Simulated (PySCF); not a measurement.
BF₃.
Z-matrix (Å and degrees, PBE0-D3(BJ)/def2-SVP geometry), rows numbered from 1:
```
F 
B   1  1.3104
F   2  1.3106  1  119.99
F   2  1.3105  1  120.04  3   179.98
```

All values: PBE0/def2-SVPD (PySCF, non-relativistic), on one gas-phase PBE0-D3(BJ)/def2-SVP geometry that isn't relaxed in the solvent. The solvent is an IEF-PCM continuum (van der Waals radii × 1.2). The model holds no explicit solvent molecules, cavitation or dispersion.

Gas phase at PBE0/def2-SVPD: HOMO -12.40 eV, LUMO 0.01 eV, dipole 0.00 D.

Question: What does the continuum do to the energy, the frontier levels and the dipole at PBE0/def2-SVPD in chloroform?

Answer: 
```
   solvent      ε  E(solvent) − E(gas) (kcal/mol)  polarisation term (kcal/mol)  distortion of the solute (kcal/mol)  HOMO (eV)  LUMO (eV)  dipole (D)
chloroform  4.711                           -0.95                         -1.00                                 0.05     -12.36       0.13        0.01
```

Polarisation term: ½ Σ q·V over the induced surface charges. Distortion: the rise of the solute's own energy as its density leaves the gas-phase optimum. Charge and dipole vanish, so a point-dipole model would give no lowering at all.

Question: How does the static polarisability (PBE0/def2-SVPD, frozen core, with the continuum's full static response) change?

Answer: 
```
    medium  isotropic (au)  principal values (au)  ⟨r²⟩ of the electrons (bohr²)
       gas            15.7       13.2, 16.9, 16.9                          211.9
chloroform            17.2       14.5, 18.6, 18.6                          211.8
```

The isotropic value in chloroform is 1.10 times the gas-phase one; no cavity-field correction is applied. ⟨r²⟩ is taken about the centre of nuclear charge.

Rough CPU time on one thread of a shared machine: about 5 s. This is the whole response run at PBE0/def2-SVPD in chloroform, SCF included.
